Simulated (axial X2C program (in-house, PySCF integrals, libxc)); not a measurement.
Spin–orbit effects down a group: molecules with Be (ions), CCSD

Calculated with an axial X2C code built on PySCF integrals, spin-free (one-electron X2C) or two-component (2c: spin–orbit coupling with atomic mean-field Coulomb and Gaunt terms, which also bring small scalar terms), in Dyall basis sets with cores contracted in-house; open shells are unrestricted.

Basis sets: Be dyall-cv3z, O dyall-av3z, S dyall-av3z, Se dyall-cv3z. Frozen shells (counts by l): BeO⁺ O 1s, Be 1s, 7 electrons correlated; BeS⁺ S 2s1p, Be 1s, 7 electrons correlated; BeSe⁺ Se 3s2p1d, Be 1s, 7 electrons correlated. Coupled cluster in natural virtuals with an MP2 remainder. Where the outer core of a metal is frozen, bonds come out longer and ionisation energies lower.

```csv
molecule,spin-free state,Re (Å),ωe (cm⁻¹),De (eV),2c state,Re 2c (Å),ωe 2c (cm⁻¹),De 2c (eV)
BeO⁺,"M_S = 1/2, Λ = 1",1.423,1278.0,3.65,Ω = 3/2,1.423,1278.0,3.66
BeS⁺,"M_S = 1/2, Λ = 1",1.845,870.3,3.17,Ω = 3/2,1.845,869.7,3.18
BeSe⁺,"M_S = 1/2, Λ = 1",1.973,736.7,2.99,Ω = 3/2,1.975,731.7,2.97
```

Fragments in 2c: O + Be+, S + Be+, Se + Be+. Each entry is the lowest single determinant of a limited PBE0 search at one distance. De goes to single-determinant-based atoms at the same level (for ions the charge split of lowest energy) and is withheld (n/a) where an atom does not fit its ground term or J level. Main or longest-lived isotopes. One determinant is a doubtful description, or other states lie close, for BeSe⁺; these need not be ground states, and all values refer to the states named.
